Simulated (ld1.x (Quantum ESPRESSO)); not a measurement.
An all-electron radial function and its pseudo partner (terbium)

Columns: radius, all-electron u(r) and pseudo u(r) of the 5p shell (level -27.89 eV) of terbium in the configuration [Kr] 4d10 4f8 5s2 5p6 5d1 6s2 6p0; PBE, scalar-relativistic, TM scheme, ld1.x (Quantum ESPRESSO) 7.5.

```tsv
r (bohr)	all-electron	pseudo
0.125	-0.1993	-0.0198
0.250	-0.1035	-0.0774
0.375	0.3903	-0.1676
0.500	0.4463	-0.2821
0.625	0.1749	-0.4105
0.750	-0.1848	-0.5410
0.875	-0.5001	-0.6619
1.000	-0.7267	-0.7631
1.125	-0.8635	-0.8369
1.250	-0.9259	-0.8790
1.375	-0.9327	-0.8889
1.500	-0.9012	-0.8697
1.625	-0.8456	-0.8269
1.750	-0.7765	-0.7674
1.875	-0.7016	-0.6981
2.000	-0.6261	-0.6251
2.125	-0.5534	-0.5532
2.250	-0.4854	-0.4854
2.375	-0.4231	-0.4231
2.500	-0.3671	-0.3671
2.625	-0.3171	-0.3171
2.750	-0.2731	-0.2731
2.875	-0.2347	-0.2347
3.000	-0.2011	-0.2011
3.125	-0.1721	-0.1721
3.250	-0.1470	-0.1470
```

(1) How many radial nodes do the two functions have?

(2) At about which radius was the pseudo-wave matched?

(3) Is the pseudo-wave norm-conserving?

Results:

(1) The all-electron 5p function has n − l − 1 = 3 (the table is too coarse to show those close to the nucleus); the pseudo-wave has 0, since the states of the same l below it are removed with the core.

(2) 2.40 bohr. The columns agree to 0.0005 from 2.12 bohr on; several derivatives are matched, so the curves merge somewhat inside the radius.

(3) Yes: the TM scheme keeps the norm inside the radius equal to the all-electron one, which fixes the energy derivative of the logarithmic derivative at the level.
